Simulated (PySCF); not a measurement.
# Ce(IV) with different ligands

Computed with PySCF 2.14.0, PBE0, def2-SVP on the ligands, density fitting, scalar-relativistic core potentials, no spin-orbit coupling, vacuum. The metal has lcecp-2-SVP with ECP46. Each complex is relaxed within the symmetry of a template of the same shape. Distances are means of the shortest metal–ligand contacts, charges and spins Mulliken's; removal energies are rigid, with the ligand's formal charge and no counterpoise, so too large; for an anion taken off a cation in vacuum most of it is the attraction of opposite charges, and multiply charged cations can part far more cheaply with an electron moved from ligand to metal. lcecp potentials hold a fixed number of 4f electrons in the core, out of states, spins and gaps.

```json
{"complex": "[CeF3(H2O)]+", "point group": "Cs", "M–first ligand (Å)": "1.989", "charge on M (e)": "1.86", "removal of one first-named ligand (eV)": "17.45", "strongest infrared band, degenerate modes summed (cm⁻¹)": "676", "unstable modes (below −25 cm⁻¹)": "0"}
```

Q: Order these by the energy to remove one first-named ligand, lowest first.
A. [Ce(OH)3(H2O)]+
B. [Ce(OH)3(NH3)]+
C. [CeCl3(H2O)]+
D. [CeH3(H2O)]+
E. [Ce(SH)3(H2O)]+

A: E (14.02), C (14.40), D (15.43), B (16.64), A (16.82).

Q: What else do they give?

A: 
```csv
complex,point group,M–first ligand (Å),charge on M (e),removal of one first-named ligand (eV),"strongest infrared band, degenerate modes summed (cm⁻¹)",unstable modes (below −25 cm⁻¹)
[Ce(OH)3(H2O)]+,C1,2.019,1.61,16.82,3922,"0 (lowest -17 cm⁻¹, within noise)"
[CeH3(H2O)]+,Cs,1.925,1.39,15.43,1736,0
[Ce(OH)3(NH3)]+,nearly C3v,2.026,1.58,16.64,3924,0
[CeCl3(H2O)]+,Cs,2.435,1.38,14.40,463,0
[Ce(SH)3(H2O)]+,C1,2.540,1.11,14.02,–,not given
```

Members with unstable modes aren't minima as they stand: saddle points kept by symmetry or, where the modes are soft, flat surfaces and noise. One start shape was tried for each, so a minimum needn't be the lowest isomer.
